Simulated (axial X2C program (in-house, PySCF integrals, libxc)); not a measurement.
**Levels of TaN⁻ by electron attachment to TaN (EOM-EA-CCSD)**

Calculated with an axial X2C code built on PySCF integrals: two-component X2C with atomic mean-field Coulomb and Gaunt terms, Gaussian nuclei, basis Ta dyall-acv3z, N dyall-av3z with contracted cores.

R = 1.824 Å (1.090 times 1.673 Å, the PBE0 minimum at charge 0 for the lowest determinant).

Levels of TaN⁻ obtained by attaching an electron to TaN:

```
  Ω  binding energy (eV)  above lowest (cm⁻¹)                  attached spinor  one-particle weight
3/2                1.374                    0                        96% Ta dδ                 0.89
5/2                0.962                 3323                        96% Ta dδ                 0.89
1/2                0.645                 5880   62% Ta pπ, 21% Ta dπ, 11% N pπ                 0.92
3/2                0.390                 7937   67% Ta pπ, 20% Ta dπ, 11% N pπ                 0.93
1/2                0.014                10973  48% Ta pσ, 29% Ta sσ, 15% Ta dσ                 0.97
1/2               -0.406                14362                        92% Ta pπ                 0.99
3/2               -0.441                14646                        96% Ta pπ                 0.99
1/2               -0.511                15208             72% Ta pσ, 21% Ta sσ                 0.99
1/2               -0.656                16378  45% Ta sσ, 26% Ta pσ, 21% Ta dσ                 0.98
```

(1) What is the splitting of the first π pair in the table, and is it regular or inverted?

Negative binding energies belong to unbound states, resonances or levels that the basis set holds; within some tenths of an eV of zero the sign is not settled.

This point took 35 s on 1 thread of Arm Neoverse V1, with other jobs on the host.

Reference electrons by ω block (each with its −ω partner): 1/2: 24, 3/2: 11, 5/2: 4, 7/2: 1. 18 electrons of TaN correlated (inner shells frozen), 84 natural virtual spinors (a truncated set); levels can be off by some tenths of an eV. Roots sought by Ω: (1/2: 5, 3/2: 4, 5/2: 2, 7/2: 1); the list ends where they run out and leaves out roots under 60 % one-particle weight. The solver can skip a root, and states that need a further excitation, which the method places far too high, are missing though they may lie low or lowest. T1 of the reference 0.037 (Lee–Taylor). Number of frozen shells: Ta 4 s, 3 p, 2 d, 1 f; N 1 s. Large amplitudes in the reference (orbital relaxation or multireference character) lower the reliability.

## Answers

(1) E(3/2) − E(1/2) = 7937 − 5880 = 2057 cm⁻¹ at EOM-EA-CCSD: regular, Ω = 1/2 lower. Splittings at this level can be off by ten to twenty per cent.
